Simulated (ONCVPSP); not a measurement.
## mercury: excitation energies, all-electron against ONCV

Hg, optimised norm-conserving Vanderbilt (ONCV), made with ONCVPSP 4.0.1 (PBE, scalar-relativistic). Core [Kr] 4d10 4f14, reference 5s2 5p6 5d10 6s2. Waves: 5s+6s: rc 1.70 bohr, ncon 3, nbas 8, qcut 6.4 1/bohr, 3 projectors, debl 2 Ha; 5p: rc 1.10 bohr, ncon 3, nbas 6, qcut 8.4 1/bohr, 2 projectors, debl 3.4 Ha; 5d: rc 2.15 bohr, ncon 3, nbas 6, qcut 6.9 1/bohr, 2 projectors, debl 3.6 Ha. Local part: polynomial inside 0.80 bohr (lpopt 4, dvloc0 0 Ha). Core correction: polynomial model core, fcfact 0.3.

Energies are relative to the spin-unpolarised reference configuration 5s2 5p6 5d10 6s2; without spin polarisation the order of configurations can differ from experiment.

**Question.** Give the all-electron excitation energy and the error of the potential for: 5s2 5p6 5d10 6s1; 5s2 5p6 5d10 6s0; 5s2 5p6 5d9 6s0; 5s2 5p6 5d10 6s1 6p1.

**Answer.**

| valence configuration | charge | ΔE all-electron (eV) | error AE − PS (meV) |
| --- | --- | --- | --- |
| 5s2 5p6 5d10 6s1 | +1 | 10.688 | -6.1 |
| 5s2 5p6 5d10 6s0 | +2 | 29.664 | -28 |
| 5s2 5p6 5d9 6s0 | +3 | 65.190 | -41 |
| 5s2 5p6 5d10 6s1 6p1 | 0 | 6.039 | -4.6 |

Levels in the configuration 5s2 5p6 5d9 6s0:

```json
{"level": "5s", "all-electron (eV)": "-152.428", "pseudo (eV)": "-152.667"}
{"level": "5p", "all-electron (eV)": "-100.550", "pseudo (eV)": "-100.595"}
{"level": "5d", "all-electron (eV)": "-42.478", "pseudo (eV)": "-42.465"}
```
